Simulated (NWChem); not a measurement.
System: CH9NSi2; SMILES C[Si@@H](N)[SiH3]

The following NWChem deck was run.

```
start job
memory heap 200 mb stack 900 mb global 1100 mb
geometry units angstroms noautoz
  C     -1.548999     1.343743     0.206104
  Si     0.054163     0.543934    -0.390280
  N      1.417480     1.386306     0.337277
  Si     0.000180    -1.772618     0.101825
  H     -1.538292     2.431245    -0.010206
  H     -1.678356     1.208369     1.299564
  H     -2.426757     0.889184    -0.296515
  H      0.213230     0.709045    -1.880663
  H      1.502038     1.328800     1.357549
  H      2.337054     1.202907    -0.076392
  H      1.265994    -2.453822    -0.358242
  H     -0.091429    -1.974003     1.596623
  H     -1.165453    -2.500928    -0.523399
end
basis spherical
  * library 6-31g*
end
dft
  xc bhlyp
  iterations 150
  vectors input atomic output neutral.movecs
end
task dft energy
charge 1
dft
  odft
  mult 2
  vectors input atomic output cation.movecs
end
task dft energy
```

Coordinates come from a PBE-D3(BJ)/def2-SVP optimisation. Not confirmed as a minimum by frequencies.

Ions are spin-unrestricted doublets at the neutral geometry; other ion states weren't tried.

Predict the main results of this run. (BHandHLYP/6-31G* (spherical d), vertical spin-unrestricted ions.) Quantities: vertical ionisation energy, ΔSCF (eV); −ε(HOMO) (eV).

The vertical ionisation energy, ΔSCF (eV) is 8.81 and the −ε(HOMO) (eV) is 7.89.
